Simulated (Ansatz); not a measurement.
Start from `CC1(S)[SiH2]S1` and change one atom or group to get `CC1(F)[SiH2]S1`.

Ansatz, PBE0-D4/def2-TZVP geometries, multiplicity 1. Each molecule was computed in one conformer, which needn't be the lowest.

```
                                          property  `CC1(S)[SiH2]S1`
               HOMO energy (B3LYP/def2-TZVPP) / eV             -6.53
             HOMO energy (ωB97M-V/def2-TZVPP) / eV             -8.93
                 LUMO energy (PBE/def2-TZVPP) / eV             -1.46
size of the dipole moment (ωB97M-V/def2-TZVPP) / D              1.46
               HOMO–LUMO gap (PBE/def2-TZVPP) / eV              4.14
                HOMO energy (PBE0/def2-TZVPP) / eV             -6.78
```

(1) What does the change do to each property? (Estimate.)

Results:

(1) Computed: 
```
                                          property  `CC1(F)[SiH2]S1`  shift
               HOMO energy (B3LYP/def2-TZVPP) / eV             -7.13  -0.60
             HOMO energy (ωB97M-V/def2-TZVPP) / eV             -9.55  -0.62
                 LUMO energy (PBE/def2-TZVPP) / eV             -1.48  -0.02
size of the dipole moment (ωB97M-V/def2-TZVPP) / D              2.25   0.79
               HOMO–LUMO gap (PBE/def2-TZVPP) / eV              4.70   0.56
                HOMO energy (PBE0/def2-TZVPP) / eV             -7.38  -0.60
```

Dipoles are sizes alone; their direction can turn.

B3LYP here is the variant with VWN-RPA as its local correlation; programs differ in this.
